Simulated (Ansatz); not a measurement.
A structure relaxed at PBE0-D4/def2-TZVP, charge 0, multiplicity 1:

Cartesian coordinates in Å:
```
C 2.342 0.185 0.351
C 1.158 0.479 0.880
Si -0.363 0.848 -0.088
O -0.983 2.252 0.443
Cl 0.121 0.961 -2.092
O -1.519 -0.288 0.073
C -1.425 -1.617 -0.391
H 3.204 -0.050 0.969
H 2.499 0.174 -0.723
H 1.060 0.480 1.965
H -1.859 2.497 0.141
H -0.557 -2.128 0.039
H -2.329 -2.145 -0.085
H -1.347 -1.648 -1.481
```

Give its formula and SMILES.

C3H7ClO2Si, `C=C[Si](O)(Cl)OC`.

Point group (tolerance 0.08 Å, 0.16 Å for H)?

C1.

Summarise the bond lengths by kind.

1 × C–C 1.329 Å; 6 × C–H 1.086 to 1.095 Å; 1 × C–Si 1.840 Å; 2 × O–Si 1.624 to 1.628 Å; 1 × Cl–Si 2.065 Å; 1 × H–O 0.959 Å; 1 × C–O 1.411 Å.

Program: Ansatz 0.2.0.
